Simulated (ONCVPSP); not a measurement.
## Cutoff test, Tl, ONCV

thallium (Tl), optimised norm-conserving Vanderbilt (ONCV), made with ONCVPSP 4.0.1 (LDA (Perdew-Wang 92), scalar-relativistic). Core [Kr] 4d10 4f14 5s2, reference 5p6 5d10 6s2 6p1. Waves: 6s: rc 2.15 bohr, ncon 3, nbas 7, qcut 3.3 1/bohr, 1 projector; 5p+6p: rc 1.35 bohr, ncon 4, nbas 8, qcut 8 1/bohr, 2 projectors; 5d: rc 1.30 bohr, ncon 4, nbas 8, qcut 8.7 1/bohr, 1 projector. Local part: polynomial inside 1.25 bohr (lpopt 5, dvloc0 -1 Ha). Core correction: polynomial model core, fcfact 0.2.

**Question.** For each optimised wave give the share of its norm inside rc, the residual kinetic energy above qcut (Ha) and the cutoffs (Ha) for errors of 10, 1, 0.1 and 0.01 mHa per electron.

**Answer.**

| wave | norm inside rc | residual KE | 10 mHa | 1 mHa | 0.1 mHa | 0.01 mHa |
| --- | --- | --- | --- | --- | --- | --- |
| 6s | 0.404 | 8.5e-04 | 3.6 | 5.5 | 24.9 | 42.3 |
| 5p | 0.853 | 2.8e-04 | 13.5 | 27.5 | 67.8 | 115.2 |
| 6p | 0.023 | 5.4e-05 | 9.6 | 14.8 | 29.9 | 53.4 |
| 5d | 0.506 | 3.0e-05 | 18.4 | 22.8 | 27.1 | 85.9 |

The occupied waves need 28 Ha and 68 Ha for 1 and 0.1 mHa. Note: ghosts flagged at negative energy: s at -237.9 eV; no localised positive-energy state flagged. A true bound ghost makes a file unfit for plane-wave use. 2 of 4 tests not solved or not reliable.
